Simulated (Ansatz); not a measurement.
Mulliken charges of `FC=C(I)I` from ωB97M-V/def2-TZVPP in Ansatz (PBE0-D4/def2-TZVP geometry).

| atom | x (Å) | y (Å) | z (Å) | charge (e) |
| --- | --- | --- | --- | --- |
| F1 | 0.094 | -1.290 | 1.336 | -0.169 |
| C2 | 0.207 | -0.104 | 0.752 | 0.121 |
| C3 | -0.116 | 0.098 | -0.518 | -0.248 |
| I4 | -0.831 | -1.430 | -1.712 | 0.093 |
| I5 | 0.104 | 1.996 | -1.318 | 0.072 |
| H6 | 0.585 | 0.667 | 1.414 | 0.130 |

Q: By hand: the dipole of these point charges (1 e Å = 4.8032 D).

A: Σ q r = (0.044, 0.279, -0.077) e Å, of length 0.293 e Å = 1.41 D.

Q: How does the dipole of the full density compare? (An estimate is asked.)

A: The calculation gave: (0.062, 0.178, 0.067) e Å, 0.96 D; the point charges give 1.47 times that, at 36° from its direction.

Point charges leave out the atoms' own dipoles, such as those of lone pairs, and Mulliken's split depends on the basis, so the two needn't agree.
